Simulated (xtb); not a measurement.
Harmonic IR lines of one isomer of C₉H₇NSSi, unscaled. All values below come from GFN2-xTB run with xtb 6.7.1.

wavenumber (cm⁻¹): 562 (w), 570 (w), 775 (vs), 785 (m), 809 (m), 815 (w), 1078 (w), 1119 (w), 1164 (w), 1517 (w), 2250 (vs), 2279 (s), 2358 (s), 3076 (vw), 3088 (w), 3101 (w)

**Question.** Name which structure gives these lines.
A. `N#Cc1cc([SiH3])c2ccsc2c1`
B. `N#Cc1cc2ccc([SiH3])cc2s1`
C. `N#Cc1cc2sccc2cc1[SiH3]`
D. `N#Cc1cc2c([SiH3])cccc2s1`

**Answer.** D, `N#Cc1cc2c([SiH3])cccc2s1`
